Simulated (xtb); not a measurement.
C₂H₈GaN (SMILES [CH3][Ga]([CH3])[NH2]), singlet, at a GFN2-xTB geometry (such geometries of metal compounds can be far from the true shape); GFN1-xTB with GBSA(thf) run with xtb.

xtb was given this input:
```
$ xtb mol.xyz --gfn 1 --gbsa thf --json

# file mol.xyz
12

Ga    -0.00709451     0.00460620    -0.00714112
C     -1.47199618    -1.39543412    -0.17665421
H     -1.03944064    -2.37467805    -0.39585468
H     -2.17872222    -1.14504898    -0.97070797
H     -2.02896157    -1.48152489     0.75972005
C      0.13033080     1.80004736    -0.94945224
H      0.26125667     1.66657442    -2.02620221
H      0.98208639     2.36703510    -0.56726568
H     -0.77564079     2.39282419    -0.80161230
N      1.35270193    -0.41356163     1.13700129
H      2.15140436     0.17015384     1.35088087
H      1.42902616    -1.27087592     1.67004633
```

Output, abridged:

```
   ID    Z sym.   atoms
    1   31 Ga     1
    2    6 C      2, 6
    3    1 H      3-5, 7-9, 11, 12
    4    7 N      10

           -------------------------------------------------
          |                Calculation Setup                |
           -------------------------------------------------

           -------------------------------------------------
          |                 G F N 1 - x T B                 |
           -------------------------------------------------

      * Solvation model:               GBSA
        Solvent                        thf
        Parameter file                 internal GFN1-xTB/GBSA
        Dielectric constant                1.0000E+01
        Reference state                gsolv [1 M gas/solution]
        Free energy shift                  2.8487E-03 Eh       1.7876E+00 kcal/mol
        Temperature                        2.9815E+02 K
        Density                            8.8300E-01 kg/L
        Solvent mass                       7.2106E+01 g/mol
        Interaction kernel             Still
        Born radius scaling (c1)           1.6158E+00
        Born radii integrator          GBOBC
        Born offset                        0.0000E+00 a0       0.0000E+00 AA
        H-bond correction              true
        Ion screening                  false
        Surface tension                    1.0000E-05 Eh       1.5569E+01 dyn/cm
        Grid points                               230 per atom

          ...................................................
          :                      SETUP                      :
          :.................................................:
          :  # basis functions                  38          :
          :  # atomic orbitals                  37          :
          :  # shells                           25          :
          :  # electrons                        24          :
          :  # halogen bonds                     0          :
          :  max. iterations                   250          :
          :  Hamiltonian                  GFN1-xTB          :
          :  restarted?                      false          :
          :  GBSA solvation                   true          :
          :  PC potential                    false          :
          :  electronic temp.          300.0000000     K    :
          :  accuracy                    1.0000000          :
          :  -> integral cutoff          0.2500000E+02      :
          :  -> integral neglect         0.1000000E-07      :
          :  -> SCF convergence          0.1000000E-05 Eh   :
          :  -> wf. convergence          0.2000000E-04 e    :
          :  Broyden damping             0.4000000          :
          :  net charge                          0          :
          :  unpaired electrons                  0          :
          ...................................................

 iter      E             dE          RMSdq      gap      omega  full diag
   1    -13.1988181 -0.131988E+02  0.720E+00    5.35       0.0  T
   2    -13.2056774 -0.685930E-02  0.442E+00    5.63       1.0  T
   3    -13.2059459 -0.268474E-03  0.235E-01    5.56       1.0  T
   4    -13.2060825 -0.136627E-03  0.903E-02    5.62       1.0  T
   5    -13.2060957 -0.131994E-04  0.341E-03    5.62       8.5  T
   6    -13.2060958 -0.102740E-06  0.132E-03    5.62      21.9  T
   7    -13.2060958 -0.567772E-09  0.360E-04    5.62      80.2  T
   8    -13.2060958 -0.731017E-09  0.351E-05    5.62     823.6  T
   9    -13.2060958 -0.106581E-12  0.588E-06    5.62    4911.2  T

   *** convergence criteria satisfied after 9 iterations ***

         :::::::::::::::::::::::::::::::::::::::::::::::::::::
         ::                     SUMMARY                     ::
         :::::::::::::::::::::::::::::::::::::::::::::::::::::
         :: total energy             -13.053288336857 Eh    ::
         :: total w/o Gsasa/hb       -13.043087392338 Eh    ::
[...]
         5        2.0000           -0.5227257             -14.2241
         6        2.0000           -0.5065310             -13.7834
         7        2.0000           -0.5054122             -13.7530
         8        2.0000           -0.5017481             -13.6533
         9        2.0000           -0.5006313             -13.6229
        10        2.0000           -0.4369370             -11.8897
        11        2.0000           -0.4079620             -11.1012
        12        2.0000           -0.3923592             -10.6766 (HOMO)
        13                         -0.1858113              -5.0562 (LUMO)
        14                         -0.1462902              -3.9808
        15                         -0.1190130              -3.2385
        16                         -0.1103694              -3.0033
        17                         -0.1041460              -2.8340
        18                         -0.1014725              -2.7612
        19                         -0.0962812              -2.6199
        20                         -0.0918976              -2.5007
        21                         -0.0714668              -1.9447
        22                         -0.0287204              -0.7815
        23                          0.0188272               0.5123
       ...                                ...                  ...
        37                          0.7872706              21.4227
      -------------------------------------------------------------
                  HL-Gap            0.2065480 Eh            5.6205 eV
             Fermi-level           -0.2890853 Eh           -7.8664 eV

  Mulliken/CM5 charges         n(s)   n(p)   n(d)
     1Ga    0.36975  0.39930   1.270  1.091  0.269
     2C    -0.22622 -0.36247   1.016  3.210  0.000
     3H     0.04690  0.09880   0.953  0.000  0.000
     4H     0.04280  0.09430   0.957  0.000  0.000
     5H     0.04725  0.09902   0.953  0.000  0.000
     6C    -0.22522 -0.36146   1.016  3.209  0.000
     7H     0.04636  0.09791   0.954  0.000  0.000
     8H     0.04579  0.09799   0.954  0.000  0.000
     9H     0.04556  0.09708   0.954  0.000  0.000
    10N    -0.62577 -1.06816   1.446  4.180  0.000
    11H     0.21631  0.40379   0.784  0.000  0.000
    12H     0.21648  0.40391   0.784  0.000  0.000

Wiberg/Mayer (AO) data.
largest (>0.10) Wiberg bond orders for each atom

 ---------------------------------------------------------------------------
     #   Z sym  total        # sym  WBO       # sym  WBO       # sym  WBO
 ---------------------------------------------------------------------------
     1  31 Ga   3.158 --    10 N    1.085     6 C    0.883     2 C    0.882
     2   6 C    3.940 --     4 H    0.955     3 H    0.947     5 H    0.945
                             1 Ga   0.882     6 C    0.127
     3   1 H    1.000 --     2 C    0.947
     4   1 H    1.001 --     2 C    0.955
     5   1 H    1.000 --     2 C    0.945
     6   6 C    3.941 --     8 H    0.953     9 H    0.948     7 H    0.946
                             1 Ga   0.883     2 C    0.127
     7   1 H    1.000 --     6 C    0.946
     8   1 H    1.000 --     6 C    0.953
     9   1 H    1.000 --     6 C    0.948
    10   7 N    3.067 --     1 Ga   1.085    11 H    0.917    12 H    0.917
    11   1 H    0.954 --    10 N    0.917
    12   1 H    0.954 --    10 N    0.917
 ---------------------------------------------------------------------------

Topologies differ in total number of bonds
Writing topology from bond orders to xtbtopo.mol

 dipole moment from electron density (au)
     X       Y       Z
   0.1387  -0.0443   0.1246  total (Debye):    0.487

           -------------------------------------------------
          | TOTAL ENERGY              -13.053288336857 Eh   |
          | GRADIENT NORM               0.030850161311 Eh/α |
          | HOMO-LUMO GAP               5.620455867154 eV   |
           -------------------------------------------------

normal termination of xtb
```
